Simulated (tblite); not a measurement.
Species: C2H8N2Si2.
Numbering: `[CH3:1][N:2]([SiH3:3])[SiH2:4][C:5]#[N:6]` (hydrogens: H7, H8, H9 on C1; H10, H11, H12 on Si3; H13, H14 on Si4)

Computed geometry: GFN2-xTB, gas phase.

**Question.** What internal coordinates does the optimisation give?

**Answer.** 
```
               bond  length (bohr)
              C1–N2          2.745
             N2–Si3          3.292
             N2–Si4          3.267
             Si4–C5          3.537
              C5≡N6          2.165
C1–H7, C1–H8, C1–H9          2.062
   Si3–H10, Si3–H11          2.761
            Si3–H12          2.775
            Si4–H13          2.779
            Si4–H14          2.754
```

Bonds in one row agree within 0.02 bohr and their mean is given. A selection of angles:
```
      angle  degrees
   N2–C1–H7    110.0
   N2–C1–H8    111.5
   H7–C1–H8    108.0
  C1–N2–Si3    115.4
  C1–N2–Si4    117.4
 Si3–N2–Si4    125.3
 N2–Si3–H10    106.7
 N2–Si3–H11    106.1
 N2–Si3–H12    110.2
H10–Si3–H11    112.8
H10–Si3–H12    109.9
H11–Si3–H12    111.0
  N2–Si4–C5    105.4
 N2–Si4–H13    114.3
 N2–Si4–H14    108.5
 C5–Si4–H13    105.4
 C5–Si4–H14    108.7
H13–Si4–H14    114.1
  Si4–C5–N6    179.5
```

Torsions: C1–N2–Si4–C5 46° (synclinal). The mirror-image conformer, all signs reversed, is as good.

N2 (nitrogen bridging silicon atoms) is almost planar (angles 125.3°, 117.4° and 115.4°, sum 358.1°, 0.13 Å off the plane of its three neighbours). Si4 (SiH2 silicon) is distorted tetrahedral (angles from 105.4° to 114.3°). Of the pairs four or more bonds apart, C5···H9 is among the closest relative to their van der Waals radii: 2.55 Å, 88 % of the sum of Bondi's values. Si3 (SiH3 silicon) is tetrahedral (angles from 106.1° to 112.8°). The C–N distances run from 1.146 Å (C5≡N6, drawn triple) to 1.453 Å (C1–N2, drawn single), a spread of 0.307 Å.

Point group: C1 (no symmetry element, even within 0.4 Å). Its GFN2-xTB frequencies are all real (lowest 33 cm⁻¹). One conformer, not necessarily the lowest. 3 starts were optimised and ended at 0.00, 0.29 and 0.47 kcal/mol (GFN2-xTB); the lowest of these is shown.
